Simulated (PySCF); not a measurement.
A PySCF script (with the pyscf-properties extension) for the NMR shieldings of `N[Si](O)(O[SiH3])O[SiH3]`, H$_{9}$NO$_{3}$Si$_{3}$, on a GFN2-xTB geometry:

```python
import basis_set_exchange as bse
import numpy as np
from pyscf import gto, dft
from pyscf.prop import nmr

atoms = """
N    -0.393550   -2.115547   -1.079016
Si    0.017252   -0.506236   -0.638630
O     0.467445    0.352380   -1.936592
O     1.263115   -0.411119    0.388484
Si    2.089160    0.512561    1.431240
O    -1.322131    0.108948    0.035253
Si   -1.955445    1.013286    1.214124
H    -0.844066   -2.686658   -0.383945
H     0.312665   -2.652848   -1.553629
H    -0.155332    0.454385   -2.650688
H     1.224919    0.808794    2.577720
H     2.520715    1.747385    0.777228
H     3.208504   -0.358175    1.787727
H    -1.291561    2.317547    1.252021
H    -3.356493    1.108566    0.810456
H    -1.792796    0.315674    2.491803
"""
names = dict.fromkeys(["N", "Si", "O", "H"], "pcSseg-1")
basis = {el: gto.basis.parse(bse.get_basis(n, elements=[el], fmt="nwchem")) for el, n in names.items()}
mol = gto.M(atom=atoms, basis=basis, charge=0, verbose=0)
mf = dft.RKS(mol, xc="PBE0")
mf.grids.level = 2
mf.grids.alignment = dft.numint.BLKSIZE   # the property module wants whole blocks of grid points
mf.conv_tol = 1e-9
mf.kernel()

calc = nmr.RKS(mf)   # GIAO
C = mf.mo_coeff
Co = C[:, mf.mo_occ > 0]
resp = mf.gen_response(singlet=True, hermi=2)
def vind(x):   # induced exchange potential for any number of trial vectors
    d = np.einsum("pi,xij,qj->xpq", C, 2 * x.reshape(-1, C.shape[1], Co.shape[1]), Co, optimize=True)
    return np.einsum("xpq,pi,qj->xij", resp(d - d.transpose(0, 2, 1)), C, Co, optimize=True).ravel()
mo1, _ = nmr.rhf.solve_mo1(calc, with_cphf=vind)
sigma = calc.kernel(mo1)
for i, s in enumerate(sigma):   # ppm
    w = np.linalg.eigvalsh((s + s.T) / 2)
    print("%2d %-2s iso %8.1f  s11 %8.1f  s22 %8.1f  s33 %8.1f" % (i, mol.atom_pure_symbol(i), w.mean(), *w))
```

Question: Give the expected output.

Answer: 
```
 0 N  iso    243.2  s11    215.0  s22    240.8  s33    273.7
 1 Si iso    423.2  s11    401.9  s22    421.6  s33    446.1
 2 O  iso    285.7  s11    265.8  s22    270.1  s33    321.1
 3 O  iso    292.2  s11    256.7  s22    305.0  s33    314.8
 4 Si iso    392.4  s11    356.3  s22    359.2  s33    461.6
 5 O  iso    293.2  s11    254.8  s22    304.1  s33    320.7
 6 Si iso    392.9  s11    356.7  s22    362.6  s33    459.6
 7 H  iso     31.2  s11     24.2  s22     27.5  s33     41.8
 8 H  iso     31.3  s11     24.4  s22     26.8  s33     42.8
 9 H  iso     29.9  s11     22.1  s22     23.7  s33     43.8
10 H  iso     26.4  s11     22.5  s22     25.8  s33     30.8
11 H  iso     26.4  s11     23.0  s22     24.9  s33     31.4
12 H  iso     26.6  s11     22.8  s22     24.7  s33     32.3
13 H  iso     26.5  s11     23.1  s22     25.1  s33     31.2
14 H  iso     26.6  s11     22.8  s22     24.8  s33     32.4
15 H  iso     26.5  s11     23.2  s22     25.0  s33     31.3
```

These numbers come from an equivalent density-fitted implementation of the same equations, which agrees with the script to about 0.01 ppm for H and up to a few tenths of a ppm for heavy atoms, so last digits may differ.

Question: Turn these shieldings into chemical shifts. Scale: NH3 for $^{15}$N (σ = 267.73 ppm); TMS for $^{29}$Si (σ = 349.16 ppm) and $^{1}$H (σ = 31.72 ppm); $^{17}$O (σ = 336.08 ppm) against H2O (reference shieldings calculated alike).

Answer: Averaging equivalent atoms: N 0: 24.6; Si 4/6: -43.5; Si 1: -74.1; O 2: 50.4; O 3/5: 43.4; H 10/11/12/13/14/15: 5.21; H 9: 1.85; H 7/8: 0.48 ppm. Experimental scales use liquid or dissolved standards, which lie at an offset from isolated NH3 (liquid NH3: subtract about 20 ppm) and H2O (liquid H2O: subtract about 36 ppm).

Size and cost of the density-fitted run: 185 basis functions, 46 s wall time on 1 thread of an Arm Neoverse N1, shared host.
